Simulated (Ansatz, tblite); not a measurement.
Spin states of the cluster GeS₃⁻ (the lowest doublet isomer of a short search), each relaxed with PBE0-D4/def2-SVPD in Ansatz. Electronic energies in the gas phase.

The xTB rows come from tblite. Correlated methods freeze 24 core orbitals; core or outer-core shells of Ge are correlated, in sets that lack core-valence functions. The rows differ in basis, and correlated rows in double-zeta sets carry the largest basis error. In CCSD on the charge -1 doublet the largest single amplitude is 0.31, so its Hartree–Fock determinant may place the open shell otherwise than the density functionals do. The structure comes from a short search, and lower isomers may exist.

Doublet geometry (C2v within 0.1 Å):

```csv
atom,x (Å),y (Å),z (Å)
Ge1,0.1198,0.1339,0.0611
S2,-0.1603,-1.8987,0.6658
S3,-1.3883,0.1675,-1.4555
S4,1.4288,1.5974,0.7285
```

Quartet geometry (Cs within 0.1 Å):

```xyz
4

Ge   -0.172   -0.458   -0.605
S     1.442    0.951   -1.145
S     0.755   -0.755    1.391
S    -2.025    0.262    0.359
```

⟨S²⟩: doublet 0.76 at PBE0-D4/def2-TZVPD (pure 0.75), quartet 3.77 at PBE0-D4/def2-TZVPD (pure 3.75).

Only these spin states were relaxed.

```tsv
level	quartet − doublet (kJ/mol)	lowest of these
HF/def2-SVPD	168.1	doublet
PBE-D4/def2-TZVPD	170.5	doublet
PBE0-D4/def2-TZVPD	184.0	doublet
CCSD(T)/def2-SVPD	186.9	doublet
```

(1) Estimate the rows for GFN1-xTB, HF/STO-3G, B97M-V/def2-TZVPD, CCSD/def2-SVPD.

## Answers

(1) 
| level | quartet − doublet (kJ/mol) | lowest of these | remarks |
| --- | --- | --- | --- |
| GFN1-xTB | 284.2 | doublet | – |
| HF/STO-3G | 14.7 | doublet | HOMO above zero (doublet), HOMO above zero (quartet) |
| B97M-V/def2-TZVPD | 195.5 | doublet | – |
| CCSD/def2-SVPD | 188.4 | doublet | – |

The xTB methods have no term that favours high spin, so they put low spin too low.
